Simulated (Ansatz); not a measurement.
Saddle point of Si$_{3}$N$_{2}$H$_{10}$OF, doublet (Si₃N₂H₈F ([F][Si]([NH][SiH3])[NH][SiH3]) + H₂O → Si₂NH₅OF ([OH][Si]([F])[NH][SiH3]) + SiNH₅ ([NH2][SiH3]) (still joined by a long Si–N bond); bonds formed: Si1–O8, N2–H7; bonds broken: H7–O8; bonds weakened to dative contacts: Si1–N2), PBE0-D4/def2-TZVP structure:

```xyz
17
angstrom
Si 0.7933 0.3728 1.0497
N 0.7709 -1.0095 -0.2128
Si 0.4578 -0.6391 -1.9015
N -0.5981 1.3250 0.5642
Si -2.2634 0.8495 0.5883
F 0.2628 -0.4391 2.3373
H 1.9723 -1.0276 0.2465
O 2.5701 -0.4821 1.1650
H 0.2566 -1.8149 0.1348
H 1.3102 0.5241 -2.2454
H 0.8439 -1.8120 -2.7269
H -0.9699 -0.3227 -2.1442
H -0.4136 2.3141 0.4894
H -2.9742 1.2008 1.8483
H -2.3020 -0.6282 0.4279
H -3.0046 1.4811 -0.5387
H 3.2877 0.1078 0.9182
```

Energies are electronic, without zero-point energy. Barriers and step energies count from the start structure reached by relaxing down the imaginary mode; all methods use the PBE0-D4 structures, on which another method's saddle can fall below an end. Ansatz 0.2.0; basis: def2-TZVPP, with def2-QZVPP for the basis limit; cores frozen in the correlated methods; orbitals are unrestricted. B3LYP uses VWN-RPA correlation. Extrapolation: Hartree–Fock as exp(−7.88 √X), correlation as X^−2.97.

| method | barrier (kcal/mol) | step energy (kcal/mol) |
| --- | --- | --- |
| SPW92 | 11.36 | -5.28 |
| PBE-D4 | 18.79 | -0.79 |
| BLYP-D4 | 23.33 | 1.21 |
| r2SCAN-D4 | ? | -0.92 |
| B97M-V | 24.84 | -0.19 |
| PBE0-D4 | 22.17 | -0.02 |
| B3LYP-D4 | 25.55 | 1.83 |
| r2SCAN0-D4 | ? | -0.24 |
| BHLYP-D4 | 29.63 | 2.54 |
| CAM-B3LYP-D4 | 25.49 | 1.65 |
| wB97X-V | 24.29 | 0.19 |
| wB97M-V | 23.41 | -0.59 |
| B2PLYP | 25.96 | 2.50 |
| PBE-QIDH | 24.12 | 0.20 |
| RPA on PBE | 24.77 | 0.96 |
| HF | 41.27 | 8.90 |
| MP2 | ? | 0.10 |
| CCSD | 28.04 | 1.47 |
| CCSD(T) | 25.53 | 0.37 |

Fill in the withheld barriers. (An estimate is asked for; the value comes from the calculation.)

By the calculation: r2SCAN-D4 20.77; r2SCAN0-D4 23.23; MP2 24.25 kcal/mol. Each is the energy of the saddle less that of the start structure, by the same method.

For comparison, the barrier by CCSD(T) at an estimated basis limit (MP2 extrapolated from triple and quadruple zeta, plus CCSD(T) − MP2 in triple zeta) is 25.67 kcal/mol.

The T1 diagnostic stays at or below 0.014. ⟨S²⟩ of the unrestricted Hartree–Fock references: 0.75 to 0.76 (a pure state has 0.75).

The step is the kind of ligand exchange by which a precursor binds to a hydroxyl group, or is hydrolysed, in atomic layer deposition of oxides. Here a small cluster stands in for the surface site.

Labels in which every atom is bracketed show which atoms are joined, not bond orders.

For scale, one of the runs: CCSD(T)/def2-TZVPP, 390 basis functions, launched by `ansatz run in.yaml --threads 4 --pin off --events-out ev --progress --plain --max-ram 66560MiB --backend cuda --devices 0, --max-vram 37GiB`. Time: 110 s of wall clock on 4 CPU threads of an AMD EPYC 7R13 and a share of one NVIDIA H100; the host was shared. Peak host memory: 1.7 GiB.
